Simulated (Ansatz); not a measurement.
Geometry optimisation, RKS B3LYP/def2-SVP (Ansatz).

The input (input.yaml):

```yaml
crystal:
  periodic: [false, false, false]
  atoms:
    - { symbol: B, position_ang: [0.09964, 0.454483, -0.401302] }
    - { symbol: O, position_ang: [-0.076675, -0.225437, 2.111365] }
    - { symbol: H, position_ang: [-1.033303, -0.148921, 2.240866] }
    - { symbol: O, position_ang: [1.336766, 0.001159, -0.637418] }
    - { symbol: H, position_ang: [1.357279, -0.932393, -0.88521] }
    - { symbol: H, position_ang: [-0.915388, -0.144167, -0.627938] }
    - { symbol: Cl, position_ang: [-0.040673, 2.216472, 0.093124] }
    - { symbol: H, position_ang: [0.224055, 0.711605, 2.161112] }
basis:
  gaussian: { orbitals: def2-SVP }
hamiltonian:
  xc: b3lyp
relax:
  f_tol: 0.03
  max_steps: 50
```

Command:

```bash
$ ansatz run input.yaml --threads 1 --pin off --max-ram 2048MiB --backend cpu --events-out ev --progress --plain --runs-dir out
```

Task: Where does it end, and by what steps?

Result: It converged. The force dipped under the threshold on the way, but the program's further checks kept it going. After 25 steps the energy has fallen by 0.043 eV; H8 moved furthest, 0.86 Å.

```csv
step,energy less start (eV),largest force component (eV/Å),accepted
0,0.0000,0.723,yes
1,-0.0057,0.995,yes
2,0.0105,1.548,no
3,-0.0163,0.678,yes
4,-0.0212,0.712,yes
5,-0.0313,0.136,yes
6,-0.0334,0.044,yes
7,-0.0348,0.015,yes
8,0.0082,1.380,no
9,-0.0310,0.332,no
10,-0.0355,0.064,yes
11,-0.0333,0.500,no
12,-0.0358,0.038,yes
13,-0.0369,0.035,yes
14,-0.0369,0.316,yes
15,-0.0386,0.140,yes
16,-0.0387,0.117,yes
17,-0.0399,0.065,yes
18,-0.0424,0.041,yes
19,-0.0424,0.044,no
20,-0.0424,0.017,yes
21,-0.0376,0.516,no
22,-0.0427,0.034,yes
23,-0.0428,0.103,yes
24,-0.0429,0.080,yes
25,-0.0431,0.017,yes
```

```xyz
8
Properties=species:S:1:pos:R:3
B 0.001 0.455 -0.418
O -0.336 -0.268 2.038
H -0.786 0.583 2.152
O 1.309 0.131 -0.440
H 1.453 -0.791 -0.693
H -0.878 -0.275 -0.785
Cl -0.398 2.157 -0.044
H 0.586 -0.059 2.245
```

Run time: 80 s on 1 thread of Arm Neoverse V1 (shared host), peak memory 0.15 GiB.
